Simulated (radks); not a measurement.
Values are calculated unless marked as measured or tabulated.
Problem. Dipole-allowed excitations along the series with 11 electrons in [Ne] 3s1. Code: a radial shooting solver on a logarithmic mesh with Libxc functionals. Model: scalar-relativistic Kohn-Sham, LB94 model potential, spin-polarised, spherical densities, finite nucleus; open shells are filled with parallel spins first; Fermi nuclear charge, rms radius of each element as measured or else 0.836 A^(1/3) + 0.57 fm. Time-dependent linear response with the Hartree and adiabatic LDA kernel, continuum included through the Sternheimer equations, no spin-orbit coupling, so fine structure and intercombination lines are absent. Lines are the poles of the dipole polarisability below minus the highest occupied eigenvalue, found on a grid refined at the orbital gaps; the lowest seven at most are given, and weak or close lines can be missed. The first line takes the name of the lowest orbital gap if no other gap lies below it; otherwise a line is named after a gap within 0.6 % of it, if that gap stands alone.

| species | -e(HOMO) (eV) | lowest orbital gap (eV) | first line (eV) | f | static alpha (bohr^3) |
|---|---|---|---|---|---|
| Sc10+ | 252.67 | 3s-3p 23.232 | 24.874 (3s-3p) | 0.443 | 0.5592 |
| Ti11+ | 294.56 | 3s-3p 25.388 | 27.172 (3s-3p) | 0.422 | 0.4455 |
| V12+ | 339.55 | 3s-3p 27.585 | 29.508 (3s-3p) | 0.402 | 0.3603 |
| Cr13+ | 387.66 | 3s-3p 29.826 | 31.890 (3s-3p) | 0.385 | 0.2952 |
| Fe15+ | 493.27 | 3s-3p 34.466 | 36.810 (3s-3p) | 0.357 | 0.2047 |

Estimate the first line of Mn14+, its oscillator strength and the static polarisability.

Solution. 34.322 eV (3s-3p), f = 0.370, alpha = 0.2446 bohr^3.
